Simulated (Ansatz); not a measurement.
Basis-set extrapolation for `C=C1CC1[SiH3]` (PBE0-D4/def2-TZVP geometry, frozen core, Ansatz 0.2.0). Multiplicity 1, RHF reference.

|  | def2-TZVPP | def2-QZVPP |
| --- | --- | --- |
| HF | -445.056321 | -445.072184 |
| MP2 correlation | -0.780408 | -0.830358 |
| CCSD(T) correlation | -0.867441 | not run |

Energies in hartree. Use E(X) = E(∞) + A·exp(−7.88·√X) for Hartree–Fock and E(X) = E(∞) + B·X^(−2.97) for correlation, with X = 3 and 4, and add CCSD(T) minus MP2 of the smaller set to the MP2 limit.

**Question.** What is the CCSD(T) energy at the basis-set limit?

**Answer.** HF limit: -445.072184 + (-0.015863) × 0.13774 = -445.07437. MP2 limit: -0.830358 + (-0.049950) × 0.74074 = -0.86736. Higher-order term: -0.867441 − (-0.780408) = -0.08703. Total: -446.02876 hartree, 275.7 kJ/mol below CCSD(T)/def2-TZVPP.
